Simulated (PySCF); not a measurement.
# How methods differ on the excitation energy of Ir

Ir [Xe] 4f14 5d7 6s2 (4F) → Ir [Xe] 4f14 5d6 6s2 6p1 (high-spin determinant), as a difference of total energies. Computed with PySCF 2.14 in ANO-RCC-VTZP, with scalar relativity by spin-free X2C-1e. Correlated levels: valence and next inner shell: [Kr] 4d10 4f14 frozen. The calculations carry no spin-orbit coupling.

| method | excitation energy (eV) |
| --- | --- |
| UHF | 4.473 |
| MP2 (valence and next inner shell) | 5.464 |
| SCS-MP2 (valence and next inner shell) | 5.559 |
| CCSD (valence and next inner shell) | 5.218 |
| CCSD(T) (valence and next inner shell) | 5.106 |

Problem. How much does correlation contribute at CCSD(T) (valence and next inner shell)?

Solution. 5.106 − (4.473) = 0.633 eV, measured against UHF.

A first-order spin-orbit estimate (lowest level to lowest level, LS coupling) adds 0.552 eV.

The basis was made for the ground configuration and has no added diffuse functions, so the excitation energy can come out too high.

The coupled-cluster amplitudes are large for the upper state (T1 above 0.03 or a double amplitude above 0.15), so a single reference is strained.

The determinant of the upper state mixes LS terms, which raises its energy above the lowest term, most at the Hartree-Fock and MP2 levels.
